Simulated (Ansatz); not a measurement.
`C#[C][SnH2][O]C` + `CCS` → `C#CSCC` + `C[O][SnH3]`  (substitution at a C–Sn bond)

Program: Ansatz. Geometries: PBE0-D4/def2-TZVP. ΔE: electronic, gas phase. CCSD(T)/CBS adds triple-zeta CCSD(T) − MP2 to the extrapolated MP2 energy (def2 sets, frozen cores). Functionals use def2-TZVPP. Elements past krypton have def2 core potentials. For Sn outer-core shells are correlated without core-valence functions, which leaves a few kJ/mol of doubt a bond. Each species was taken in one conformer, which may not be the lowest.

```json
{"level": "revPBE-D4", "ΔE (kJ/mol)": "24.7"}
{"level": "BHLYP-D4", "ΔE (kJ/mol)": "43.2"}
{"level": "CAM-B3LYP", "ΔE (kJ/mol)": "40.0"}
{"level": "CCSD(T)/def2-SVP", "ΔE (kJ/mol)": "45.3"}
```

Task: What does CCSD(T)/CBS give? (An estimate is asked.)

Result: Ansatz gave: +52.0 kJ/mol. The listed levels differ from it by -27.3, -8.8, -12.0, -6.7 kJ/mol.

Task: What do rigid-rotor, harmonic-oscillator terms from PBE0-D4/def2-TZVP frequencies (298.15 K, 1 bar) make of the CCSD(T)/CBS value? (Estimate.)

Result: The calculation gave: ΔZPE = -3.1 kJ/mol, ΔH = +47.8 kJ/mol, ΔS = -7 J/(mol·K), ΔG = +50.0 kJ/mol.

Largest T1 diagnostic among the species: 0.014.

At CCSD(T), def2-SVP lies −6.7 kJ/mol from the extrapolated value and def2-TZVPP +1.0 kJ/mol. Leaving LDA and LC-ωPBE aside and taking each functional with its dispersion term where it has one, the values, not all of them listed here, spread over 19.0 kJ/mol, from revPBE-D4 to ωB97M-V. LDA lies −12.0 kJ/mol from PBE without D4.

CCSD(T)/CBS has its own doubt, a few kJ/mol and more with outer-core shells, so smaller differences from it don't rank the levels.
